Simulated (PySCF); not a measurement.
**SMILES C#CC(=O)/C(F)=C/F, C$_{5}$H$_{2}$F$_{2}$O**

Cartesian coordinates in Å; atom numbers follow the order of the lines, from 1:
```xyz
10

C     2.7285    0.3575    0.4844
C     1.6344   -0.1159    0.3372
C     0.3336   -0.6936    0.1644
O     0.1155   -1.8830    0.1334
C    -0.7496    0.3165    0.0250
F    -0.3826    1.6068    0.0759
C    -2.0195   -0.0559   -0.1424
F    -3.0302    0.7903   -0.2744
H     3.6823    0.7800    0.6128
H    -2.3036   -1.0978   -0.1814
```

The calculation used quadratic response B3LYP/def2-SVPD first hyperpolarisability, Taylor convention, gas phase in PySCF 2.14.0. Geometry: GFN2-xTB.

Question: Give the tensor of the second harmonic β(−2ω;ω,ω) at 1064 nm in the axes of these coordinates.

Answer: In au, Taylor convention; rows are the first index (the induced dipole):
```tsv
	xx	yy	zz	xy	xz	yz
x	-279.9	-66.5	-20.6	+326.2	-31.6	+42.6
y	+310.3	+42.3	+6.6	-63.9	+40.6	-8.3
z	-31.8	-8.6	-6.9	+42.6	-19.8	+7.2
```
Norm of βᵢ = ⅓ Σⱼ (βᵢⱼⱼ + βⱼᵢⱼ + βⱼⱼᵢ): 521.8 au, hyper-Rayleigh value 245.4 au.
